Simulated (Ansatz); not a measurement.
Geometry optimisation, UKS B3LYP-D4/def2-SVP (Ansatz).

Input:

```yaml
crystal:
  periodic: [false, false, false]
  atoms:
    - { symbol: H, position_ang: [-0.0102, -0.9638, -0.1259] }
    - { symbol: Sb, position_ang: [0.754, 0.7105, 1.1567] }
    - { symbol: O, position_ang: [-0.9745, -1.0643, -0.9385] }
    - { symbol: O, position_ang: [-1.4178, 0.2771, -0.8857] }
    - { symbol: H, position_ang: [2.059, 1.1809, 0.1505] }
    - { symbol: H, position_ang: [1.8777, -0.3392, 1.9427] }
    - { symbol: H, position_ang: [-2.2882, 0.1989, -1.2998] }
magnetization:
  spin_polarized: true
  initial_magnetization: 1
basis:
  gaussian: { orbitals: def2-SVP }
hamiltonian:
  xc: b3lyp
  dispersion: d4
relax:
  f_tol: 0.15
  max_steps: 25
  restrain:
    - { distance: [0, 2], at: 0.97, k: 30.0 }
    - { distance: [1, 0], at: 3.0, k: 30.0 }
```

Launched with:

```bash
$ ansatz run input.yaml --threads 2 --pin off --max-ram 3072MiB --backend cpu --events-out ev --progress --plain --runs-dir out
```

Task: Where does it end, and by what steps?

Result: It converged. The restraints hold the end off the free minimum. The force dipped under the threshold on the way, but the program's further checks kept it going. After 12 steps the energy has fallen by 1.135 eV (the restraints' own energy left out); H6 moved furthest, 0.85 Å. Joined: H1–O3 (1.27 → 0.97 Å).

```csv
step,energy less start (eV),largest force component (eV/Å),accepted
0,0.0000,3.208,yes
1,-0.6950,2.863,yes
2,-0.9238,2.612,yes
3,-1.0302,0.616,yes
4,-1.0625,0.239,yes
5,-1.0931,0.104,yes
6,-1.0577,1.446,no
7,-1.1032,0.142,yes
8,-1.1082,0.614,yes
9,-1.1132,0.414,yes
10,-1.1324,0.081,yes
11,-1.1182,0.521,no
12,-1.1351,0.096,yes
```

```xyz
7
Properties=species:S:1:pos:R:3
H -0.607 -1.432 -0.511
Sb 0.917 0.373 1.336
O -1.246 -1.207 -1.210
O -1.144 0.229 -1.225
H 1.802 1.292 0.174
H 2.312 0.265 2.356
H -2.034 0.481 -0.920
```

The run took 23 s on 2 threads of Intel(R) Xeon(R) Platinum 8488C (Sapphire Rapids), with other jobs on the host, peak memory 0.21 GiB.
